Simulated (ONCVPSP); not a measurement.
**lead (Pb): one change to an ONCV potential, before and after**

* Element: lead (Pb)
* Generator: ONCVPSP 4.0.1
* Type: optimised norm-conserving Vanderbilt (ONCV)
* Functional: LDA (Perdew-Zunger)
* Relativity: scalar-relativistic
* Frozen core: [Kr] 4d10 4f14
* Valence charge: 22
* Reference configuration: 5s2 5p6 5d10 6s2 6p2
* Partial waves: 5s+6s: rc 1.40 bohr, ncon 4, nbas 8, qcut 9.8 1/bohr, 3 projectors, debl 3.6 Ha; 5p+6p: rc 1.55 bohr, ncon 3, nbas 6, qcut 10.5 1/bohr, 2 projectors; 5d: rc 1.35 bohr, ncon 4, nbas 9, qcut 6.6 1/bohr, 1 projector
* Local potential: polynomial inside 1.05 bohr (lpopt 5, dvloc0 2 Ha)
* Core correction: polynomial model core, fcfact 0.45

Change: all radii but the core radius scaled by about 1.31 (s 1.84, p 2.02, d 1.76 bohr); local potential polynomial inside 1.38 bohr (lpopt 5, dvloc0 2 Ha).

Cutoffs: the cutoffs (Ha) at which the residual kinetic energy of the hardest occupied pseudo-wave falls to 1 and 0.1 mHa per electron; they do not see the model core or the augmentation charge, which bear on the density cutoff. Errors are all-electron minus pseudo energies relative to the spin-unpolarised reference configuration.

Q: How do hardness, ghosts and transferability respond?

A: The potential gets softer (34 Ha and 104 Ha → 26 Ha and 57 Ha); of the 4 tests that both files solve, the error grows in 2 and shrinks in 0 by more than 15 % and 0.3 meV (median size 17.1 → 20.6 meV); neither file shows a bound ghost. A larger radius leaves more room for a smooth pseudo-wave, so fewer plane waves are needed.

```tsv
quantity	base	changed
cutoff, loose	34 Ha	26 Ha
cutoff, tight	104 Ha	57 Ha
loose cutoff by channel	s 34 Ha, p 30 Ha, d 26 Ha	s 26 Ha, p 19 Ha, d 21 Ha
bound ghosts	none	none
GHOST(+) flags under 300 eV	none	none
error for 5s2 5p6 5d10 6s2 6p1, meV [ΔE 6.83 eV]	-2.9	-3.1
error for 5s2 5p6 5d10 6s2 6p0, meV [ΔE 20.59 eV]	-9.4	-10
error for 5s2 5p6 5d10 6s1 6p0, meV [ΔE 53.47 eV]	-25	-31
error for 5s1 5p6 5d10 6s2 6p2, meV [ΔE 152.26 eV]	-321	-803
rms error of d²Exc/dni dnj with the model core, mHa	0.52	1.13
```
